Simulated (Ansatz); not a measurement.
The cluster Si₃O₄⁻, relaxed as a doublet with UKS r2SCAN-D4/def2-SVPD in Ansatz, starting from the GFN2-xTB geometry. Force threshold 0.02 eV/Å.

The highest occupied level of the charge -1 doublet lies above zero (up to 0.63 eV). The electron is either unbound and held by the finite basis, or the level is raised by self-interaction error. The structure comes from a short search, and lower isomers may exist.

Start:

```csv
atom,x (Å),y (Å),z (Å)
Si1,-0.764,-0.213,-0.936
Si2,0.221,1.637,1.263
Si3,1.505,-1.154,0.849
O4,1.197,0.334,1.470
O5,-0.778,1.132,-0.095
O6,-1.708,-0.477,-2.099
O7,0.327,-1.258,-0.451
```

```
step  energy (eV)  largest force component (eV/Å)  SCF passes
   1  -31808.4548                           1.938          23
   2  -31808.6110                           0.995          23
   3  -31808.6710                           0.114          23
   4  -31808.6717                           0.093          25
   5  -31808.6723                           0.031          26
   6  -31808.6724                           0.006          17
```

Force components are those of the run's own axes.

End:

```xyz
7

Si   -0.784   -0.219   -0.961
Si    0.207    1.695    1.289
Si    1.544   -1.206    0.859
O     1.210    0.338    1.484
O    -0.777    1.154   -0.084
O    -1.745   -0.487   -2.141
O     0.344   -1.275   -0.445
```

By distances, no bond broke or formed. The bond that changes most is Si3–O4, from 1.64 to 1.70 Å (atoms count from 1).

No frequencies were taken in this run, so the end may be a saddle point.

It took 44 s on 4 threads of Intel Xeon on a shared host.
